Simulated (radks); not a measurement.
The numbers below are computed, except where a source is named.
The mean radii <r> (bohr) of the occupied orbitals of an atom or ion are listed with their occupations. Code: a radial shooting solver on a logarithmic mesh with Libxc functionals. Model: Dirac Kohn-Sham, AM05, spin-unpolarised, spherical densities, point nucleus.

orbital      occ.      <r>
1s1/2           2  0.02783
2s1/2           2   0.1195
2p1/2           2   0.1009
2p3/2           4   0.1064
3s1/2           2   0.3221
3p1/2           2   0.3124
3p3/2           4   0.3239
3d3/2           4   0.2947
3d5/2           6   0.2983
4s1/2           2   0.7642
4p1/2           2   0.8003
4p3/2           4   0.8289
4d3/2           4   0.9530
4d5/2           6   0.9643
5s1/2           1    1.859
4f5/2    0.428571    2.265
4f7/2    0.571429    2.274

Name the element and its charge. Open shells, if any, are shared by 2j + 1.

Answer. Z = 52, tellurium, charge +4: Te4+ in [Kr] 4d10 5s1 4f1. The 1s radius gives Z: for a bare nucleus <r> = (2 gamma + 1)/(2Z) with gamma = sqrt(1 - (Z/c)^2), 0.02741 bohr for Z = 52, and screening makes it slightly larger (0.02783 here). The occupations add up to 48, and the charge is Z minus that.
